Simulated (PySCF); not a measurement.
# Dipole polarisabilities along the alkali metals

Calculated with PySCF 2.14 for the ground configurations, without spin-orbit coupling: coupled response for Hartree-Fock and DFT. Mean α in bohr³, C₆ of like pairs in atomic units.

| species | α UHF | α PBE | α PBE0 | α recommended (Schwerdtfeger and Nagle) | C₆ UHF | C₆ PBE | C₆ PBE0 |
| --- | --- | --- | --- | --- | --- | --- | --- |
| Li [He] 2s1 (x2c-QZVPPall with one added diffuse shell each of s, p type, spin-free X2C) | 169.8 | 143.0 | 147.5 | 164.1 | 1474 | 1140 | 1194 |
| K [Ar] 4s1 (x2c-QZVPPall with one added diffuse shell each of s, p, d, f type, spin-free X2C) | 408.0 | 321.3 | 345.8 | 289.7 ± 0.3 | 6430 | 4507 | 5026 |
| Rb [Kr] 5s1 (x2c-QZVPPall with one added diffuse shell each of s, p, d, f, g type, spin-free X2C) | 482.6 | 363.0 | 396.9 | 319.8 ± 0.3 | 8533 | 5639 | 6422 |

Hartree-Fock lacks correlation. All values carry a basis error.
